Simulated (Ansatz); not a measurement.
Molecule: sum formula WO2H2 (charge 0, triplet). The spin state was set by rule; other spins were not relaxed. 
Coordinates optimised at B3LYP-D3(BJ)/def2-TZVP (Ansatz, an electronic-structure program):
```xyz
5

W     -0.0002     0.0001    -0.0002
O      1.3301     0.2506    -1.2372
H      2.0248     0.3799    -1.8799
O     -1.3286    -0.2515     1.2386
H     -2.0188    -0.3836     1.8856
```
Charge 0, spin multiplicity 3.

Total electronic energies in hartree. Correlated levels leave the core frozen unless marked. Open shells are spin-unrestricted. Spin-orbit coupling is left out. The frozen core is the preceding noble-gas configuration, with the filled d and f shells of earlier blocks. In def2 rows, elements after Kr have scalar-relativistic effective core potentials. CBS(X,Y): correlation extrapolated as X^-3; Hartree-Fock from the larger set. The bracket is a focal-point correction in the basis named.

```json
[
 {"level": "HF/def2-TZVPPD", "program": "Ansatz", "energy (Eh)": "-217.39543"},
 {"level": "HF/def2-QZVPP", "program": "Ansatz", "energy (Eh)": "-217.40278"},
 {"level": "PBE-D4/def2-TZVPD", "program": "Ansatz + dftd4", "energy (Eh)": "-218.70107"},
 {"level": "BLYP-D4/def2-TZVPD", "program": "Ansatz + dftd4", "energy (Eh)": "-218.79793"},
 {"level": "revPBE-D3(BJ)/def2-TZVPD", "program": "Ansatz + dftd3", "energy (Eh)": "?"},
 {"level": "r2SCAN/def2-TZVPD", "program": "Ansatz", "energy (Eh)": "-218.77377"},
 {"level": "B3LYP-D3(BJ)/def2-TZVPD", "program": "Ansatz + dftd3", "energy (Eh)": "-218.85201"},
 {"level": "B3LYP/def2-TZVPD", "program": "Ansatz", "energy (Eh)": "-218.84741"},
 {"level": "BHLYP-D4/def2-TZVPD", "program": "Ansatz + dftd4", "energy (Eh)": "-218.61902"},
 {"level": "BHLYP/def2-TZVPD", "program": "Ansatz", "energy (Eh)": "-218.61529"},
 {"level": "r2SCANh-D4/def2-TZVPD", "program": "Ansatz + dftd4", "energy (Eh)": "-218.74113"},
 {"level": "r2SCAN0/def2-TZVPD", "program": "Ansatz", "energy (Eh)": "-218.69204"},
 {"level": "wB97M-V/def2-TZVPD", "program": "Ansatz", "energy (Eh)": "?"},
 {"level": "B2GP-PLYP/def2-TZVPD", "program": "Ansatz", "energy (Eh)": "-218.44498"},
 {"level": "B2PLYP-D4/def2-TZVPD", "program": "Ansatz + dftd4", "energy (Eh)": "?"},
 {"level": "RPA@PBE/def2-QZVPP", "program": "Ansatz", "energy (Eh)": "-218.44443"},
 {"level": "MP2/def2-SVP", "program": "Ansatz", "energy (Eh)": "-217.69121"},
 {"level": "MP2/def2-TZVPPD", "program": "Ansatz", "energy (Eh)": "-218.04769"},
 {"level": "SCS-MP2/def2-SVP", "program": "Ansatz", "energy (Eh)": "-217.66629"},
 {"level": "CCSD/def2-SVP", "program": "Ansatz", "energy (Eh)": "-217.70256"},
 {"level": "CCSD/def2-TZVPP", "program": "Ansatz", "energy (Eh)": "-218.04324"},
 {"level": "CCSD/def2-TZVPPD", "program": "Ansatz", "energy (Eh)": "-218.04928"},
 {"level": "RI-MP2/CBS(def2-TZVPPD,def2-QZVPPD)+[CCSD(T)-MP2]/def2-TZVPPD", "program": "Ansatz", "energy (Eh)": "-218.1653"}
]
```

**Question.** What belongs in the gaps?

**Answer.** 
- revPBE-D3(BJ)/def2-TZVPD, energy (Eh): -218.84420
- wB97M-V/def2-TZVPD, energy (Eh): -218.68573
- B2PLYP-D4/def2-TZVPD, energy (Eh): -218.52751
